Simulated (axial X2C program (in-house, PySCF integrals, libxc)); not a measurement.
**What spin–orbit coupling does to YN**

Calculated with an axial X2C code built on PySCF integrals. Spin-free means the one-electron spin-free X2C Hamiltonian; two-component (2c) means X2C with spin–orbit coupling and atomic mean-field two-electron Coulomb and Gaunt terms, so the difference of the two also holds small scalar two-electron terms. Basis: Y dyall-cv3z [11s12p9d6f3g], N dyall-av3z [7s7p3d2f] (cores contracted in-house); Gaussian nuclei, density fitting, unrestricted open shells. Masses: Y 88.906 u, N 14.003 u.

Spin-free state: M_S = 0, Λ = 0 (closed shell); fragments Y + N.

```tsv
level	Re (Å)	ωe (cm⁻¹)	De (eV)	μ (D)
PBE0	1.756	867.9	4.185	-7.64
TPSSh	1.784	822.1	4.461	-7.02
```

Dipoles are positive if N is the positive end.

Two-component determinant lowest at the distance of the search:

Ω = 0 (closed shell); fragments Y + N.

```csv
level,Re (Å),ωe (cm⁻¹),μ (D)
PBE0,1.756,869.0,-7.63
TPSSh,1.783,822.9,-7.02
```

**Question.** From the two tables, how do the constants change at the PBE0 level (2c against spin-free)?

**Answer.** At the PBE0 level Re stays the same within 0.001 Å and ωe increases by 1.1 cm⁻¹.

Occupations by symmetry block were frozen at the best pattern of an incomplete PBE0 search. Closed shells are restricted here (equal orbitals for both partners); the stretched side of such a curve lies too high. Dissociation energies refer to the lowest single-determinant-based atoms at the same level and basis. De is not given where an atomic determinant may have missed its ground term or J level, or where the truncated virtual space spoils (T). PBE0 can misorder states that lie within some tenths of an eV, so this need not be the ground state of the molecule. The nearest other spin-free determinant of the search, M_S = 1, Λ = 0, lies 0.20 eV up at the distance of the search. The functionals have no current-density term, which raises determinants with orbital currents, atoms included.
